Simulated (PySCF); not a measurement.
A calculated (UHF, PySCF 2.14, cc-pVTZ-DK, the spin-free X2C one-electron Hamiltonian (Gaussian nucleus)) atom or ion has these occupied shells.

| shell | electrons | orbital energy (eV) | rms radius, mean of both spins (bohr) |
| --- | --- | --- | --- |
| 1s α | 1 | -122.44 | 0.579 |

(1) Name the element and its charge.

## Answers

(1) Li²⁺ (lithium, charge +2), in 1s1, 2S determinant.
